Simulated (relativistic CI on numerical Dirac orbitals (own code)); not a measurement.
## Charge states of copper

Calculated at this level of theory: Dirac-Coulomb-Breit CI, separate exchange-only KLI orbitals for each configuration, model QED (radiative potential, 1s self-energy scaled to tabulated hydrogen-like ionisation energies), valence Slater integrals scaled by 0.9 (own radial code, finite nucleus).

Each species is treated in one configuration, given outside its closed core. Radial values are for the open shell of highest l, unscaled and averaged over j; ζ includes the Breit term. Labels give the leading LS character, summed over repeated terms.

```
  Ion  Configuration  Its lowest level  LS weight (%)  ζ (cm⁻¹)    g_J  g√(J(J+1))  F² (cm⁻¹)  F⁴ (cm⁻¹)
   Cu        3d10.4s            2S_1/2            100            2.002        1.73                      
  Cu⁺           3d10              1S_0            100                         0.00                      
 Cu²⁺            3d9            2D_5/2            100     802.2  1.200        3.55                      
 Cu³⁺            3d8              3F_4            100     883.9  1.250        5.59     111600      69610
 Cu⁴⁺            3d7            4F_9/2            100     970.7  1.332        6.63     119300      74830
 Cu⁵⁺            3d6              5D_4            100      1062  1.499        6.71     126700      79750
 Cu⁶⁺            3d5            6S_5/2            100      1158  2.000        5.92     133600      84440
 Cu⁷⁺            3d4              5D_0             99      1258               0.00     140300      88940
 Cu⁸⁺            3d3            4F_3/2             99      1364  0.400        0.77     146700      93270
 Cu⁹⁺            3d2              3F_2             99      1474  0.668        1.64     152900      97470
Cu¹⁰⁺             3d            2D_3/2            100      1591  0.799        1.55                      
Cu¹¹⁺        3s2.3p6              1S_0            100                         0.00                      
Cu¹²⁺        3s2.3p5           2P°_3/2            100     19210  1.333        2.58                      
Cu¹³⁺        3s2.3p4              3P_2             92     20000  1.461        3.58     162200           
Cu¹⁴⁺        3s2.3p3           4S°_3/2             93     20800  1.952        3.78     164800           
Cu¹⁵⁺        3s2.3p2              3P_0             94     21620               0.00     167400           
Cu¹⁶⁺         3s2.3p           2P°_1/2            100     22460  0.664        0.58                      
Cu¹⁷⁺            3s2              1S_0            100                         0.00                      
Cu¹⁸⁺             3s            2S_1/2            100            2.000        1.73                      
Cu¹⁹⁺        2s2.2p6              1S_0            100                         0.00                      
Cu²⁰⁺        2s2.2p5           2P°_3/2            100    112200  1.330        2.57                      
Cu²¹⁺        2s2.2p4              3P_2             85    116500  1.423        3.49     487500           
Cu²²⁺        2s2.2p3           4S°_3/2             75    120800  1.791        3.47     496100           
Cu²³⁺        2s2.2p2              3P_0             87    125400               0.00     504600
```

At low charge ζ of a weakly bound d or f electron comes out too small.
